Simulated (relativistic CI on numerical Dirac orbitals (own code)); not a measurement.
## Inner-shell lines of Pt L

Method of calculation: Dirac-Coulomb-Breit CI, separate exchange-only KLI orbitals for each configuration, QED by a radiative potential, valence Slater integrals scaled by 0.85 (own radial code, finite nucleus).

Configurations in the expansion (outside the closed core [Ne] 3s2 3d10): 3p6.4s, 3p5.4s2, 3p5.4s.4d, 3p5.4s.5s, 3p5.4p.5s, 3p6.4p, 3p5.4p.4d. Levels of other configurations are missing.

The table holds the strongest lines. The upper levels have an inner-shell vacancy. Auger decay, open to those above the ionisation limit, is not computed, and radiative decays to configurations outside the model are missing too. Absolute energies can be off by a few tenths of a per cent, and at this charge the scaling can make term splittings too narrow, so close lines can change order. LS names give the leading component, which can be well under half, for lower levels too. Brackets number the levels in order of energy.

| E (eV) | Upper | Lower | A (s⁻¹) | gA (s⁻¹) |
| --- | --- | --- | --- | --- |
| 2287.1 | 3p5.4s2 2P°_3/2 [4] | 3p6.4s 2S_1/2 [1] | 1.94e+13 | 7.77e+13 |
| 2676.5 | 3p5.4p.4d 4D_3/2 [22] | 3p6.4p 2P°_1/2 [2] | 7.58e+12 | 3.03e+13 |
| 2684.3 | 3p5.4s.4d 4P°_3/2 [7] | 3p6.4s 2S_1/2 [1] | 4.66e+12 | 1.87e+13 |
| 2685.2 | 3p5.4p.4d 4D_5/2 [39] | 3p6.4p 2P°_3/2 [3] | 3.54e+12 | 2.12e+13 |
| 2687.9 | 3p5.4p.4d 2D_3/2 [41] | 3p6.4p 2P°_3/2 [3] | 8.22e+12 | 3.29e+13 |
| 2692.7 | 3p5.4s.4d 2P°_1/2 [12] | 3p6.4s 2S_1/2 [1] | 4.40e+13 | 8.81e+13 |
| 2707.6 | 3p5.4p.4d 2D_3/2 [49] | 3p6.4p 2P°_3/2 [3] | 2.62e+13 | 1.05e+14 |
| 2709.7 | 3p5.4p.4d 2D_5/2 [50] | 3p6.4p 2P°_3/2 [3] | 5.40e+13 | 3.24e+14 |
| 2714.7 | 3p5.4p.4d 2P_3/2 [52] | 3p6.4p 2P°_3/2 [3] | 3.43e+13 | 1.37e+14 |
| 2716.1 | 3p5.4p.4d 2P_1/2 [31] | 3p6.4p 2P°_1/2 [2] | 1.43e+14 | 2.87e+14 |
| 2716.1 | 3p5.4s.4d 2P°_3/2 [15] | 3p6.4s 2S_1/2 [1] | 1.31e+14 | 5.25e+14 |
| 2716.7 | 3p5.4p.4d 2D_5/2 [54] | 3p6.4p 2P°_3/2 [3] | 7.95e+13 | 4.77e+14 |
| 2716.8 | 3p5.4p.4d 2D_3/2 [33] | 3p6.4p 2P°_1/2 [2] | 1.38e+14 | 5.52e+14 |
| 2717.1 | 3p5.4p.4d 2P_1/2 [55] | 3p6.4p 2P°_3/2 [3] | 8.50e+13 | 1.70e+14 |
| 2720.9 | 3p5.4s.4d 2P°_1/2 [18] | 3p6.4s 2S_1/2 [1] | 1.15e+14 | 2.30e+14 |
| 2721.3 | 3p5.4s.4d 2D°_3/2 [19] | 3p6.4s 2S_1/2 [1] | 1.38e+13 | 5.52e+13 |
| 2724.6 | 3p5.4p.4d 2P_3/2 [57] | 3p6.4p 2P°_3/2 [3] | 8.12e+13 | 3.25e+14 |
| 2727.1 | 3p5.4p.4d 2S_1/2 [59] | 3p6.4p 2P°_3/2 [3] | 5.90e+13 | 1.18e+14 |
| 2730.1 | 3p5.4p.4d 2D_5/2 [60] | 3p6.4p 2P°_3/2 [3] | 1.04e+13 | 6.27e+13 |
| 3083.6 | 3p5.4p.4d 2D_3/2 [72] | 3p6.4p 2P°_1/2 [2] | 6.17e+13 | 2.47e+14 |
| 3085.7 | 3p5.4p.4d 4D_3/2 [80] | 3p6.4p 2P°_3/2 [3] | 2.83e+13 | 1.13e+14 |
| 3087.0 | 3p5.4s.4d 4D°_1/2 [64] | 3p6.4s 2S_1/2 [1] | 6.52e+13 | 1.30e+14 |
| 3089.7 | 3p5.4s.4d 2P°_3/2 [66] | 3p6.4s 2S_1/2 [1] | 6.27e+13 | 2.51e+14 |
| 3090.4 | 3p5.4p.4d 4D_3/2 [83] | 3p6.4p 2P°_3/2 [3] | 3.55e+13 | 1.42e+14 |
| 3091.4 | 3p5.4p.4d 2D_5/2 [84] | 3p6.4p 2P°_3/2 [3] | 5.82e+13 | 3.49e+14 |
| 3091.5 | 3p5.4p.4d 4P_1/2 [85] | 3p6.4p 2P°_3/2 [3] | 6.42e+13 | 1.28e+14 |
| 3094.0 | 3p5.4p.4d 2P_1/2 [73] | 3p6.4p 2P°_1/2 [2] | 6.54e+13 | 1.31e+14 |
| 3421.3 | 3p5.4s.5s 2P°_3/2 [95] | 3p6.4s 2S_1/2 [1] | 8.27e+12 | 3.31e+13 |
| 3422.0 | 3p5.4p.5s 2P_1/2 [100] | 3p6.4p 2P°_1/2 [2] | 1.08e+13 | 2.17e+13 |
| 3422.7 | 3p5.4p.5s 2D_3/2 [101] | 3p6.4p 2P°_1/2 [2] | 1.05e+13 | 4.21e+13 |
| 3423.1 | 3p5.4s.5s 2P°_1/2 [96] | 3p6.4s 2S_1/2 [1] | 1.05e+13 | 2.11e+13 |
| 3424.2 | 3p5.4p.5s 2D_5/2 [105] | 3p6.4p 2P°_3/2 [3] | 9.91e+12 | 5.94e+13 |
| 3428.7 | 3p5.4p.5s 2P_3/2 [107] | 3p6.4p 2P°_3/2 [3] | 7.45e+12 | 2.98e+13 |
| 3821.6 | 3p5.4p.5s 4D_3/2 [113] | 3p6.4p 2P°_1/2 [2] | 3.89e+12 | 1.56e+13 |
| 3824.6 | 3p5.4p.5s 2D_5/2 [116] | 3p6.4p 2P°_3/2 [3] | 3.83e+12 | 2.30e+13 |
